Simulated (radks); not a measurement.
Values are calculated unless marked as measured or tabulated.
Question: The mean radii <r> (bohr) of the occupied orbitals of an atom or ion are listed with their occupations. Code: a radial shooting solver on a logarithmic mesh with Libxc functionals. Model: Dirac Kohn-Sham, BLYP, spin-unpolarised, spherical densities, finite nucleus; Fermi nuclear charge, rms radius of each element as measured or else 0.836 A^(1/3) + 0.57 fm.

orbital  occ.      <r>
1s1/2       2  0.02666
2s1/2       2   0.1140
2p1/2       2  0.09608
2p3/2       4   0.1018
3s1/2       2   0.3030
3p1/2       2   0.2926
3p3/2       4   0.3037
3d3/2       4   0.2733
3d5/2       6   0.2768
4s1/2       2   0.6462
4p1/2       2   0.6545
4p3/2       1   0.6719

Name the element and its charge. Open shells, if any, fill j = l - 1/2 first.

Answer: Z = 54, xenon, charge +21: Xe21+ in [Ar] 3d10 4s2 4p3. The 1s radius gives Z: for a bare nucleus <r> = (2 gamma + 1)/(2Z) with gamma = sqrt(1 - (Z/c)^2), 0.02628 bohr for Z = 54, and screening makes it slightly larger (0.02666 here). The occupations add up to 33, and the charge is Z minus that.
